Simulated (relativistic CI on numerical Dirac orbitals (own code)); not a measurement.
**Line list: Electric-dipole lines, W⁴⁺**

Computed by Dirac-Coulomb-Breit CI, orbitals from a KLI potential per configuration, QED by a radiative potential, valence Slater integrals scaled by 0.85, P86 correlation estimate, and configurations built on the next ion tied to the tabulated ionisation energy (semi-empirical) (own radial code, finite nucleus).

Configuration list (outside the closed core [Kr] 4d10 5s2): 4f¹⁴5p⁶5d², 4f¹⁴5p⁶5d6s, 4f¹⁴5p⁶5d6p, 4f¹⁴5p⁶5d6d, 4f¹⁴5p⁶5d7s, 4f¹⁴5p⁶5d5f, 4f¹⁴5p⁶5d6f, 4f¹⁴5p⁶6s², 4f¹⁴5p⁶5d5g, 4f¹⁴5p⁶6s6p, 4f¹⁴5p⁶5f², 4f¹⁴5p⁵5d³, 4f¹⁴5p⁶5d7p, 4f¹⁴5p⁶6p², 4f¹⁴5p⁶5d7d, 4f¹³5p⁶5d³, 4f¹²5p⁶5d⁴, 4f¹⁴5p⁶6s6d, 4f¹⁴5p⁶5g², 4f¹⁴5p⁶5f6s, 4f¹⁴5p⁶5d7f, 4f¹⁴5p⁴5d⁴, 4f¹³5p⁶5d²6s, 4f¹⁴5p⁵5d²5f. Levels of other configurations are missing.

```tsv
λ vac (nm)	Lower	Upper	A (s⁻¹)	gf	Branching (%)
42.145	4f¹⁴5p⁶5d² ³F2 [1]	4f¹⁴5p⁶5d5f ³G°3 [55]	1.29e+10	2.41e+00	70.0
42.212	4f¹⁴5p⁶5d² ³F3 [2]	4f¹⁴5p⁶5d5f ³G°4 [63]	1.31e+10	3.15e+00	74.9
42.605	4f¹⁴5p⁶5d² ³F2 [1]	4f¹⁴5p⁶5d5f ³F°3 [51]	6.28e+09	1.20e+00	54.4
42.806	4f¹⁴5p⁶5d² ³F2 [1]	4f¹⁴5p⁶5d5f ³F°2 [48]	6.99e+09	9.60e-01	85.1
42.864	4f¹⁴5p⁶5d² ³F4 [3]	4f¹⁴5p⁶5d5f ³G°5 [66]	1.97e+10	5.97e+00	97.4
43.123	4f¹⁴5p⁶5d² ³F4 [3]	4f¹⁴5p⁶5d5f ³G°4 [63]	4.33e+09	1.09e+00	24.7
43.332	4f¹⁴5p⁶5d² ¹D2 [5]	4f¹⁴5p⁶5d5f ³D°3 [65]	1.03e+10	2.04e+00	69.4
43.444	4f¹⁴5p⁶5d² ¹G4 [8]	4f¹⁴5p⁶5d5f ¹H°5 [71]	2.37e+10	7.38e+00	99.0
43.823	4f¹⁴5p⁶5d² ³F3 [2]	4f¹⁴5p⁶5d5f ³H°4 [49]	5.18e+09	1.34e+00	87.7
44.285	4f¹⁴5p⁶5d² ³P2 [7]	4f¹⁴5p⁶5d5f ¹F°3 [67]	1.48e+10	3.05e+00	81.8
72.580	4f¹⁴5p⁶5d² ³F4 [3]	4f¹⁴5p⁶5d6p ³F°4 [23]	1.53e+09	1.09e+00	45.7
75.544	4f¹⁴5p⁶5d² ³F4 [3]	4f¹⁴5p⁶5d6p ³D°3 [19]	3.34e+09	2.00e+00	59.5
77.142	4f¹⁴5p⁶5d² ¹G4 [8]	4f¹⁴5p⁶5d6p ¹F°3 [25]	4.86e+09	3.03e+00	70.5
77.200	4f¹⁴5p⁶5d² ³F2 [1]	4f¹⁴5p⁶5d6p ³D°1 [15]	3.48e+09	9.33e-01	68.4
105.49	4f¹⁴5p⁶5d6p ³F°3 [17]	4f¹⁴5p⁶5d6d ³F3 [39]	2.39e+09	2.80e+00	50.7
105.56	4f¹⁴5p⁶5d6p ³F°2 [14]	4f¹⁴5p⁶5d6d ³G3 [30]	3.61e+09	4.22e+00	82.9
112.00	4f¹⁴5p⁶5d6p ³F°3 [17]	4f¹⁴5p⁶5d6d ³G4 [35]	1.55e+09	2.63e+00	40.4
117.31	4f¹⁴5p⁶5d6p ¹F°3 [25]	4f¹⁴5p⁶5d6d ¹G4 [53]	3.50e+09	6.50e+00	85.5
119.65	4f¹⁴5p⁶5d6p ³D°2 [18]	4f¹⁴5p⁶5d6d ³G3 [32]	3.00e+09	4.51e+00	78.5
120.79	4f¹⁴5p⁶5d6p ³F°4 [23]	4f¹⁴5p⁶5d6d ³G5 [40]	3.67e+09	8.84e+00	100.0
121.83	4f¹⁴5p⁶5d6p ³D°3 [19]	4f¹⁴5p⁶5d6d ³G4 [35]	2.21e+09	4.44e+00	57.6
129.44	4f¹⁴5p⁶5d6d ³G5 [40]	4f¹⁴5p⁶5d6f ³H°6 [235]	1.54e+09	5.02e+00	100.0
135.18	4f¹⁴5p⁶5d6s ³D2 [11]	4f¹⁴5p⁶5d6p ³D°3 [19]	1.21e+09	2.31e+00	21.5
135.90	4f¹⁴5p⁶5d6s ³D3 [12]	4f¹⁴5p⁶5d6p ³F°4 [23]	1.59e+09	3.96e+00	47.5
136.03	4f¹⁴5p⁶5d5f ³H°6 [60]	4f¹⁴5p⁶5d5g ³I7 [278]	3.15e+09	1.31e+01	99.9
136.07	4f¹⁴5p⁶5d5f ³F°4 [58]	4f¹⁴5p⁶5d5g ¹H5 [266]	2.62e+09	8.00e+00	85.0
141.63	4f¹⁴5p⁶5d5f ³H°5 [52]	4f¹⁴5p⁶5d5g ³I6 [210]	2.46e+09	9.61e+00	84.8
144.23	4f¹⁴5p⁶5d5f ³G°5 [66]	4f¹⁴5p⁶5d5g ³H6 [269]	2.26e+09	9.17e+00	78.0
159.64	4f¹⁴5p⁶5d5f ¹H°5 [71]	4f¹⁴5p⁶5d5g ¹I6 [282]	2.08e+09	1.03e+01	74.5
267.13	4f¹⁴5p⁶5d7p ³F°4 [81]	4f¹⁴5p⁶5d7d ³G5 [214]	9.03e+08	1.06e+01	52.9
```

Terms are leading LS components. Brackets give the number of a level in order of energy, since labels repeat. The list gives strong lines, with weight on those to low levels, without configurations that were not tied to measured data, without lines whose two gauges differ by over a factor of 2.5, among the lowest 300 of 3581 levels, so that lines to higher ones, which can be the strongest, are missing, and without 1 line that miss the measured interval by over 7 %, start from a term whose rates miss tabulated ones by over 60 %, have gauges far apart or, lacking measured levels, span too small a gap for the errors found; lines with a level outside our table were not tested and can miss by more. Levels whose partners in the same complex of configurations lie outside the list can be far off, and so can their lines. Rates are taken at the computed energies, electric ones in the length gauge.

Configurations that consist of the next ion and one excited electron were tied to the tabulated ionisation energy; Rydberg ones are usually within 1,000 to 3,000 cm⁻¹ and the lowest ones within about 6,000 (9,000 in d shells), while levels on excited terms of the next ion carry the error of that term, and the other configurations can be misplaced by 10,000 cm⁻¹ or more. Rates follow the energies as ν³ (E1, M1) or ν⁵ (E2), so rates, branching and lifetimes can be off by large factors. Levels and lines within the n = 5 or 6 shells can be off by up to 10 % or somewhat more, and those that change n by about 2 %, since core polarisation is missing. 12 of the 12 excited levels that our extract of the measured tables holds in this range could be paired (the sources list more); they are missed by 4117 cm⁻¹ on average and 8956 at most, and levels without a partner can miss by more. Some levels of the ground configuration have no partner and can miss by 10 % or more. Levels that differ in their count of f electrons can be misplaced by several ten thousand cm⁻¹, since the correlation energy of f electrons is missing or only estimated; rates across such gaps can be off by orders of magnitude.

Q: From the table, what is the radiative lifetime of 4f¹⁴5p⁶5d5f ³G°4?

A: The listed rates from this level add up to about 1.74e+10 s⁻¹, 100 % of its decay; with all channels τ = 5.71e-11 s.

LS names give the leading component of a level, which can be under half, so a name can repeat, a term be missing and a line seem to break the LS rules.
